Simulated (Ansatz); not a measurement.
Ansatz (a quantum-chemistry and plane-wave program) input (PBE/def2-TZVPD):

Ansatz 0.2 input:
```yaml
crystal:
  periodic: [false, false, false]
  atoms:
    - {symbol: Y, position_ang: [0.33261664, 0.04192866, -0.05416250]}
    - {symbol: F, position_ang: [-1.03360201, 1.11750172, -0.86898011]}
    - {symbol: F, position_ang: [-0.40773676, -1.29919258, 1.10368429]}
basis:
  gaussian:
    orbitals: def2-TZVPD
hamiltonian:
  xc: {name: PBE}
total_charge: 1
output: {forces: true}
```

Output:

```
Functional definition: PBE
integrals: 0.04 GiB planned
730 factors; their error is unknown
mean field: 0.29 GiB planned
mean field evaluation 1: about -6445.0113 eV, gradient 1.4e2 eV
mean field evaluation 2: about -5825.4726 eV, gradient 4.1e2 eV
mean field evaluation 4: about -6471.1355 eV, gradient 1.3e1 eV
mean field evaluation 8: about -6471.5440 eV, gradient 1.1e-1 eV
mean field evaluation 16: about -6471.5404 eV, gradient 4.6e-5 eV
mean field -6471.54043524 eV, -237.8247244275 hartree, gradient 4.4e-5 eV, S^2 0.000000; 0 other end points of the search recorded, 0 dependent functions left out
the calculation of the forces begins
reference -6471.54048806 eV, -237.8247263686 hartree; 14, 14 occupied and 106, 106 virtual orbitals, 730 factors
Total energy: -6471.54048806 eV, -237.8247263686 hartree
Atom 0 at     0.332617     0.041929    -0.054163 Å, force     0.135318     0.017058    -0.022035 eV/Å
Atom 1 at    -1.033602     1.117502    -0.868980 Å, force    -0.074319     0.017187    -0.009974 eV/Å
Atom 2 at    -0.407737    -1.299193     1.103684 Å, force    -0.060999    -0.034245     0.032009 eV/Å
Dipole moment:     1.304084     0.164389    -0.212354 e Å
```

The spin state was set by rule; other spins were not relaxed.
